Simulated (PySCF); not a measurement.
C10H10OSi, SMILES [SiH3]c1ccccc1-c1ccco1, singlet (GFN2-xTB optimised geometry):

```
22

Si    -2.068    -1.054    -0.002
C     -1.028     0.525     0.000
C     -1.674     1.756     0.000
C     -0.978     2.951     0.001
C      0.408     2.937     0.000
C      1.078     1.731     0.000
C      0.375     0.525     0.000
C      1.107    -0.725     0.001
C      2.451    -1.010    -0.007
C      2.561    -2.418    -0.002
C      1.287    -2.895     0.009
O      0.410    -1.880     0.010
H     -3.465    -0.593    -0.009
H     -1.863    -1.832    -1.223
H     -1.875    -1.828     1.224
H     -2.755     1.777     0.001
H     -1.512     3.890     0.001
H      0.962     3.864     0.000
H      2.157     1.717     0.000
H      3.264    -0.313    -0.016
H      3.465    -2.992    -0.005
H      0.889    -3.890     0.016
```

Calculation: CAM-B3LYP/def2-SVP in PySCF.

Task: What are the frontier orbital energies and the dipole moment?

Result: HOMO-2 -9.38 eV, HOMO-1 -8.59 eV, HOMO -7.21 eV, LUMO -0.02 eV, LUMO+1 0.84 eV; dipole moment 1.71 D.

Meta-Löwdin charges at CAM-B3LYP/def2-SVP: Si1 0.52, C2 -0.22, C3 -0.09, C4 -0.11, C5 -0.09, C6 -0.11, C7 0.01, C8 0.16, C9 -0.17, C10 -0.16, C11 0.05, O12 -0.23, H13 -0.13, H14 -0.11, H15 -0.11, H16 0.10, H17 0.10, H18 0.11, H19 0.10, H20 0.12, H21 0.12, H22 0.13.
